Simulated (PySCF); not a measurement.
CaF₂, charge +1, doublet, geometry from GFN2-xTB (such geometries of metal compounds can be far from the true shape) (a state made from the parent by changing its charge; the spin is typed, not shown lowest). Base run: B3LYP/def2-SVP run with PySCF.

The PySCF input:
```python
from pyscf import gto, scf, dft

mol = gto.Mole()
mol.atom = '''
    Ca    0.61694194   -0.10118126   -0.23165458
    F    -0.86529860    1.21163076   -0.70157681
    F    -0.50568349   -0.98678353    1.21636477
'''
mol.basis = 'def2-svp'
mol.charge = 1
mol.spin = 1
mol.verbose = 5
mol.build()

mf = dft.UKS(mol)
mf.xc = 'b3lyp'
mf.kernel()
mf.analyze()
```

Each row names what was changed in the base input (with any setting that the change needs).

| change | basis functions | E (Eh) | HOMO (eV) |
|---|---|---|---|
| base | 52 | -876.78962 | -15.30 |
| basis = x2c-SVPall; relativity = none | 52 | -876.22461 | -15.31 |
| basis = x2c-TZVPall; relativity = none | 98 | -876.45374 | -15.45 |
| basis = jorge-DZP-DKH; relativity = none | 61 | -876.41551 | -14.81 |
| basis = jorge-DZP-DKH; relativity = spin-free X2C | 61 | -880.07462 | -14.80 |
| basis = x2c-SVPall; relativity = spin-free X2C | 52 | -879.83842 | -15.28 |
| basis = x2c-TZVPall; relativity = spin-free X2C | 98 | -880.18777 | -15.43 |
| basis = jorge-DZP-DKH; relativity = spin-free X2C; nucleus = Gaussian (with mol.nucmod = 'G') | 61 | -880.07353 | -14.80 |
| basis = x2c-SVPall; relativity = spin-free X2C; nucleus = Gaussian (with mol.nucmod = 'G') | 52 | -879.83743 | -15.28 |
| basis = x2c-TZVPall; relativity = spin-free X2C; nucleus = Gaussian (with mol.nucmod = 'G') | 98 | -880.18673 | -15.43 |

Totals shift with the method and basis; they matter in differences.

Open shells are given as the SCF converged; they aren't shown to be the lowest states, and a large step between rows can be another state.

Basis sets contracted for a relativistic Hamiltonian are a mismatch without it, so the rows without relativity aren't non-relativistic limits. No row has spin-orbit coupling; sets with core potentials leave out the core electrons.
